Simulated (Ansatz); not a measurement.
Basis-set extrapolation for C$_{2}$H$_{6}$OSi (`C=C[SiH2]O`) (PBE0-D4/def2-TZVP geometry, frozen core, Ansatz). Multiplicity 1, RHF reference.

|  | def2-TZVPP | def2-QZVPP |
| --- | --- | --- |
| HF | -443.129632 | -443.146226 |
| MP2 correlation | -0.689198 | -0.739274 |
| CCSD(T) correlation | -0.755418 | not run |

Energies in hartree. Use E(X) = E(∞) + A·exp(−7.88·√X) for Hartree–Fock and E(X) = E(∞) + B·X^(−2.97) for correlation, with X = 3 and 4, and add CCSD(T) minus MP2 of the smaller set to the MP2 limit.

What is the CCSD(T) energy at the basis-set limit?

HF limit: -443.146226 + (-0.016594) × 0.13774 = -443.14851. MP2 limit: -0.739274 + (-0.050076) × 0.74074 = -0.77637. Higher-order term: -0.755418 − (-0.689198) = -0.06622. Total: -443.99110 hartree, 278.4 kJ/mol below CCSD(T)/def2-TZVPP.
